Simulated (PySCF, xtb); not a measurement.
C₅H₈O₃, SMILES C=CC(=O)OCCO.

GFN2-xTB (xtb) at its own geometry gives an orbital gap of 3.79 eV and a dipole moment of 3.56 D.

The structure is a stationary point at PBE0-D3(BJ)/def2-SVP. Other conformers were not sampled.

Question: What does CAM-B3LYP/def2-TZVP (PySCF) give? (Estimate from the structure and the level; the computed values follow.)

Answer: gap 9.17 eV (levels -9.50 and -0.33 eV), dipole 3.10 D.
